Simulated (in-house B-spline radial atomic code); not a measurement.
Results of a calculation; reference values are marked as such.
**Making a Troullier-Martins p channel for Sb, r_c = 1.77 bohr**

Sb, [Kr] 4d10 5s2 5p3, non-relativistic PBE, spherical and spin-unpolarised, from a B-spline radial code for spherical atoms (atomic units). The all-electron 5p level is ε = -0.179989 hartree, its outermost node lies just inside 1.06 bohr and its outer maximum at 2.35 bohr.

Inside r_c the pseudo-orbital is u(r) = r^2 exp(p(r)), with p = c0 + c2 r² + c4 r⁴ + … + c12 r¹². The seven coefficients follow from p and its first four derivatives at r_c, from zero curvature of the screened potential at the origin, c4 = −c2²/(2l + 5), and from the norm inside r_c. At r_c the all-electron orbital has P = 0.5416922, P' = 0.3948847, the screened potential V = -1.348836, V' = 1.832839, V'' = -4.014829, and the norm inside is Q = 0.12018.

Q: What are p, p' and p'' at r_c?

A: p = ln(P/r_c^2) = ln(0.5416922/3.1329) = -1.75502. p' = P'/P − 2/r_c = 0.72898 − 1.12994 = -0.40096. The radial equation gives p'' = 2(V − ε) − 2(2) p'/r_c − p'² = -2.33769 − (-0.90612) − 0.16077 = -1.59234. Differentiating, p''' = 2V' + 2(2)p'/r_c² − 2(2)p''/r_c − 2p'p'' = 5.4753, and p'''' = 2V'' − 4(2)p'/r_c³ + 4(2)p''/r_c² − 2(2)p'''/r_c − 2p''² − 2p'p''' = -24.571.

For a trial c2 the five matching conditions are linear in c0, c6, c8, c10 and c12, and c2 is varied until the norm inside r_c equals Q. The root nearest zero gives:

| n | c_n |
| --- | --- |
| 0 | -0.6198457 |
| 2 | -1.191655 |
| 4 | -0.202863 |
| 6 | 0.7513407 |
| 8 | -0.3718097 |
| 10 | 0.07455557 |
| 12 | -0.005496619 |

Q: Check c4 and p(r_c), and find the screened pseudopotential at the origin.

A: −c2²/7 = -0.202863, as listed. The terms c_n r_c^n are -0.61985, -3.73333, -1.99111, 23.10343, -35.81846, 22.50157, -5.19726, which sum to -1.75502. Inverting the radial equation, V_l(r) = ε + 2 p'/r + (p'' + p'²)/2, so V_l(0) = ε + (2l + 3) c2 = -0.179989 + 5 × (-1.19165) = -6.1383 hartree, finite where the all-electron potential diverges.

Orbitals and screened potentials:

```
r (bohr)         P        u  V all-electron  V pseudo
   0.177    0.1173  0.01624          -148.4    -6.117
   0.442  -0.09097  0.08306          -31.63    -5.476
   0.708   -0.2813   0.1518          -12.32    -3.245
   0.974   -0.0864   0.2035           -5.91   -0.4423
   1.239     0.185   0.2776          -3.274    0.8474
   1.504    0.4014   0.4081          -2.017    -0.532
    1.77    0.5417   0.5417          -1.349    -1.349
```

Logarithmic derivatives P'/P at R = 2.07 bohr, for energies E around ε:

```tsv
E − ε (hartree)	all-electron	pseudo
-0.5	0.763497	0.751941
-0.25	0.526015	0.522387
-0.1	0.368732	0.368059
0	0.25646	0.256466
0.1	0.137377	0.136531
0.25	-0.0560405	-0.0624863
0.5	-0.427949	-0.465097
```

Q: With P(R) = 0.6228631 and a norm of 0.2241223 inside R, what slope in energy does norm conservation fix?

A: d(P'/P)/dE = −2 × (norm inside R)/P(R)² = -1.1554 per hartree·bohr at E = ε, for both atoms, since orbital and norm agree at R. Differences over ±0.1 hartree give -1.1568 (all-electron) and -1.1576 (pseudo), which also hold third-order terms. Half a hartree below ε the two curves differ by -0.0116.
